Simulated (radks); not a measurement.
Results of a calculation; reference values are marked as such.
Coulomb parameter of the 5d shell of the mercury ion Hg3+ in the model configuration [Xe] 4f14 5d8 6s1, as a second difference U = [E(n + 0.5) + E(n - 0.5) - 2 E(n)] / (0.5)^2 with all orbitals relaxed. "Bare": the charge of the atom changes with n. "Screened": the 6s shell takes up the change at fixed total charge, which measures U(5d,5d) + U(6s,6s) - 2 U(5d,6s). Level of theory: scalar-relativistic Kohn-Sham, PBE, spin-unpolarised, spherical densities, point nucleus (a radial shooting solver on a logarithmic mesh with Libxc functionals).

[
 {"case": "start", "configuration": "[Xe] 4f14 5d8 6s1", "E - E(n) (eV)": "0.000"},
 {"case": "bare +0.5", "configuration": "[Xe] 4f14 5d8.5 6s1", "E - E(n) (eV)": "-20.976"},
 {"case": "bare -0.5", "configuration": "[Xe] 4f14 5d7.5 6s1", "E - E(n) (eV)": "24.593"},
 {"case": "screened +0.5", "configuration": "[Xe] 4f14 5d8.5 6s0.5", "E - E(n) (eV)": "-4.719"},
 {"case": "screened -0.5", "configuration": "[Xe] 4f14 5d7.5 6s1.5", "E - E(n) (eV)": "5.100"}
]

U(bare) = 14.466 eV, U(screened by 6s) = 1.521 eV, against the Slater integral F0(5d,5d) = 18.075 eV with frozen orbitals.
